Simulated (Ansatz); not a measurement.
Ansatz (a quantum-chemistry and plane-wave program) input (B3LYP/def2-QZVP): A basis named .json is the Basis Set Exchange file of that set (core-valence sets with the plain set on hydrogen).

Ansatz 0.2 input:
```yaml
crystal:
  periodic: [false, false, false]
  atoms:
    - {symbol: H, position_ang: [0.00000000, 0.00000000, 0.00000000]}
basis:
  gaussian:
    orbitals: def2-QZVP.json
hamiltonian:
  xc: {name: B3LYP}
magnetization: {spin_polarized: true, initial_magnetization: 1}
scf: {lower_state_search: full}
```

Output:

```
Functional definition: B3LYP
integrals: 0.00 GiB planned
66 factors; their error is unknown
mean field: 0.05 GiB planned
mean field evaluation 1: about -13.6709 eV, gradient 1.2e-1 eV
mean field evaluation 2: about -13.6711 eV, gradient 1.4e-2 eV
mean field evaluation 4: about -13.6710 eV, gradient 3.3e-4 eV
mean field evaluation 8: about -13.6708 eV, gradient 1.3e-1 eV
mean field evaluation 16: about -13.6710 eV, gradient 3.5e-4 eV
mean field -13.67099718 eV, -0.5023998798 hartree, gradient 1.8e-5 eV, S^2 0.750000; 2 other end points of the search recorded, 0 dependent functions left out
reference -13.67116854 eV, -0.5024061773 hartree; 1, 0 occupied and 29, 30 virtual orbitals, 66 factors
Total energy: -13.67116854 eV, -0.5024061773 hartree
```
